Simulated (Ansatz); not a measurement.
```yaml
crystal:
  periodic: [false, false, false]
  atoms:
    - {symbol: C, position_ang: [-1.679307, -0.531876, 0.199247]}
    - {symbol: Ga, position_ang: [-0.030323, 0.171963, -0.571838]}
    - {symbol: O, position_ang: [1.785974, 0.104165, 0.726059]}
    - {symbol: Cl, position_ang: [1.051525, -0.683340, -2.092070]}
    - {symbol: Cl, position_ang: [0.235834, 2.235030, -0.630227]}
    - {symbol: H, position_ang: [-1.871414, -0.017336, 1.217964]}
    - {symbol: H, position_ang: [-1.231371, -1.870429, 0.568719]}
    - {symbol: H, position_ang: [-2.315857, -0.175765, -0.287566]}
    - {symbol: H, position_ang: [2.223682, -0.484657, 0.179775]}
    - {symbol: H, position_ang: [2.113101, 0.863398, 0.875691]}
basis:
  gaussian: {orbitals: aug-cc-pVDZ, fitting: {mean_field: def2-universal-jkfit}}
total_charge: -1
magnetization: {spin_polarized: true, initial_magnetization: 1}
hamiltonian: {xc: {name: rPW86-PBE}}
accuracy: high
relax: {f_tol: 0.001, max_steps: 1}
output: {forces: true}
```

```sh
$ ansatz run in.yaml --threads 2 --pin off --events-out ev --progress --plain --max-ram 32768MiB --backend cuda --devices 0, --max-vram 18GiB
```

Task: How does Ansatz answer? (An estimate is asked.)

Result: Computed: The run did not converge.
```
Functional definition: rPW86-PBE
764 factors; integrals over basis functions are off by at most 3.9e-1 eV
mean field evaluation 1: about -80617.0763 eV, gradient 6.2e1 eV
mean field evaluation 2: about -80449.4025 eV, gradient 1.2e2 eV
mean field evaluation 4: about -80634.2536 eV, gradient 2.3e1 eV
mean field evaluation 8: about -80637.2450 eV, gradient 9.1e-1 eV
mean field evaluation 16: about -80637.2551 eV, gradient 2.3e-3 eV
mean field evaluation 32: about -80637.2551 eV, gradient 6.4e-8 eV
mean field -80637.25514647 eV, -2963.3644687382 hartree, gradient 6.4e-8 eV, S^2 0.750515; 10 other end points of the search recorded, 0 dependent functions left out
reference -80637.25516326 eV, -2963.3644693553 hartree; 43, 42 occupied and 138, 139 virtual orbitals, 764 factors
relax step   1: F+E_penalty+E_count = -80637.25514647 eV  Δ(F+E_penalty+E_count) = +0.000e0 eV  max|allowed force component| = 1.217e1 eV/Å  Δτ_max = 0.0000 Å  (170 SCF iters, accepted)
Error: geometry relaxation did not converge after 1 steps: max|allowed force component| = 1.22e1 eV/Å (threshold 1.0e-3). Raise `relax.max_steps` over both its present limit and 1, loosen `relax.f_tol`, or start from a geometry closer to equilibrium. Where this run's directory can be resumed (`checkpoint.write`), a resume goes on for up to `relax.max_steps` more
```
